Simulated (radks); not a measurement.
Q: Ionisation of the silver ion Ag2+, [Kr] 4d9, to [Kr] 4d8 as the strength of local exchange is varied. Method: Dirac Kohn-Sham, Slater X-alpha exchange (alpha = 2/3 is LDA exchange), no correlation, spin-unpolarised, spherical densities, point nucleus; open shells are shared between the two j in proportion to 2j + 1; computed with a radial shooting solver on a logarithmic mesh with Libxc functionals.

alpha  E(Ag2+) (hartree)  exchange (hartree)  IE (eV)  -e of the level emptied (eV)  <r> of it (bohr)
0.624        -5297.93984          -130.21854   33.914                26.510 (4d5/2)             1.337
0.667        -5306.92076          -139.42568   34.825                27.343 (4d5/2)             1.326
0.788        -5332.27350          -165.49509   37.470                29.772 (4d5/2)             1.295
0.798        -5334.37409          -167.66020   37.694                29.978 (4d5/2)             1.292
0.807        -5336.26533          -169.61018   37.897                30.164 (4d5/2)             1.290
0.856        -5346.57360          -180.24972   39.009                31.191 (4d5/2)             1.278
0.976        -5371.90074          -206.46955   41.814                33.793 (4d5/2)             1.250
x            -5380.79286          -215.70136   42.823                34.732 (4d5/2)             1.241

Which alpha was used in the last row?

A: alpha = 1.018. NIST Atomic Spectra Database: 34.8 +/- 0.3 eV (semi-empirical). The Delta-SCF value meets it near alpha = 0.67. Spin polarisation and multiplet splitting are left out, so open shells lie too high by an amount that depends on their filling. Sharing an open shell by 2j + 1 raises it above the true ground level by a part of the spin-orbit splitting, which enters the differences from NIST.

Beside tabulated values, note that spin-unpolarised runs miss the spin-polarisation part of the exchange energy of open shells.
